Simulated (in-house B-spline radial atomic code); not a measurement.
Configurations of W VIII (W7+), with energies counted from [Xe] 4f13. All numbers are computed (Dirac-Hartree-Fock, average of configuration; Fermi nucleus of rms radius 5.3658 fm) with an all-electron radial atomic-structure program (B-spline basis), not measured. Energies include first-order Breit, QED and recoil terms.

Occupations are held fixed; configurations that lie above the ionisation limit could autoionise.

| configuration | E - E(ref) (eV) | highest orbital | its <r> (bohr) |
| --- | --- | --- | --- |
| [Xe] 4f12 5d1 | 50.747 | 5d5/2 | 1.424 |
| [Kr] 4d10 4f13 5s2 5p5 6s1 | 66.028 | 6s1/2 | 2.125 |
| [Xe] 4f12 6g1 | 124.97 | 6g7/2 | 5.356 |
| [Xe] 4f12 9g1 | 138.6 | 9g7/2 | 13.68 |
| [Kr] 4d9 4f14 5s2 5p6 | 220.98 | 5p3/2 | 1.184 |
| [Kr] 4d9 4f13 5s2 5p6 8s1 | 340.22 | 8s1/2 | 5.406 |
| [Kr] 4d9 4f13 5s2 5p6 9p1 | 350.94 | 9p3/2 | 8.264 |
| [Kr] 4d9 4f13 5s2 5p6 8g1 | 356.86 | 8g7/2 | 10.53 |

Problem. Order these further configurations by energy, lowest first.
A. [Kr] 4d10 4f14 5s2 5p5
B. [Xe] 4f12 6s1
C. [Kr] 4d9 4f13 5s2 5p6 6p1
D. [Xe] 4f12 6d1
E. [Kr] 4d10 4f13 5s2 5p5 8s1

Solution. A (4.2619 eV), B (69.455 eV), D (98.097 eV), E (115.04 eV), C (302.74 eV).

Problem. How far above the reference does [Xe] 4f12 9d1 lie?

Solution. 132.58 eV; its least bound orbital is 9d5/2 with <r> = 9.354 bohr.

Problem. How far above the reference does [Kr] 4d9 4f13 5s2 5p6 7p1 lie?

Solution. 329.85 eV; its least bound orbital is 7p3/2 with <r> = 3.993 bohr.

Problem. How far above the reference does [Kr] 4d9 4f13 5s2 5p6 9s1 lie?

Solution. 349.11 eV; its least bound orbital is 9s1/2 with <r> = 7.609 bohr.
